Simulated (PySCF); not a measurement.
Compound: C5H8GaN.
Structure used (PBE0-D3(BJ)/def2-SVP), in Å, numbered top down from 1:
```
atom  x, y, z in Å
Ga1    2.656    0.014    0.237
N2     0.540   -0.003    0.025
C3    -0.129    1.143   -0.132
C4    -1.515    1.179   -0.233
C5    -2.222   -0.019   -0.171
C6    -1.516   -1.210   -0.010
C7    -0.131   -1.157    0.082
H8     2.964   -1.398   -0.414
H9     2.958    1.324   -0.602
H10    2.773    0.123    1.813
H11    0.479    2.050   -0.181
H12   -2.025    2.135   -0.360
H13   -3.311   -0.026   -0.248
H14   -2.028   -2.172    0.040
H15    0.476   -2.059    0.200
```

Computed, not measured: core-valence-separated Tamm–Dancoff BHandHLYP/aug-pcX-1 (pcseg-1 on H, def2-SVPD on Ga) in PySCF, non-relativistic, gas phase, PBE0-D3(BJ)/def2-SVP geometry. No empirical shift is added; at this level the pattern usually sits a few eV under experiment.

The lowest roots of each edge with f over 0.003 (five at most, numbered afresh; weaker and dark ones are left out), with transition dipoles (au) in the frame of the coordinates:

```json
{"root": "1", "edge": "C", "E (eV)": "282.63", "f": "0.0589", "μx": "-0.0066", "μy": "0.0085", "μz": "0.0916"}
{"root": "2", "edge": "C", "E (eV)": "283.05", "f": "0.0049", "μx": "-0.0019", "μy": "0.0026", "μz": "0.0263"}
{"root": "3", "edge": "C", "E (eV)": "283.06", "f": "0.1049", "μx": "0.0089", "μy": "-0.0113", "μz": "-0.1222"}
{"root": "4", "edge": "C", "E (eV)": "283.26", "f": "0.1484", "μx": "0.0100", "μy": "-0.0134", "μz": "-0.1453"}
{"root": "5", "edge": "C", "E (eV)": "286.35", "f": "0.0272", "μx": "0.0033", "μy": "0.0619", "μz": "-0.0055"}
{"root": "6", "edge": "N", "E (eV)": "397.20", "f": "0.0553", "μx": "-0.0056", "μy": "0.0070", "μz": "0.0748"}
{"root": "7", "edge": "N", "E (eV)": "403.02", "f": "0.0097", "μx": "0.0311", "μy": "0.0003", "μz": "0.0034"}
```

Question: Molecules are fixed in this frame and the field points along (1, 1, 0)/√2. What effective strengths 3 f cos²θ do the roots have (θ between field and μ)?

Answer: root 1 (C5): 0.000, root 2 (C4/C6): 0.000, root 3 (C4/C6): 0.000, root 4 (C3/C7): 0.000, root 5 (C4/C6): 0.045, root 6 (N2): 0.000, root 7 (N2): 0.015. Root 5 is the strongest. Averaged over all orientations cos²θ is 1/3, which gives f back.

 The BHandHLYP/aug-pcX-1 (pcseg-1 on H, def2-SVPD on Ga) calculation is non-relativistic and has no spin–orbit coupling, an omission that weighs most on gallium.
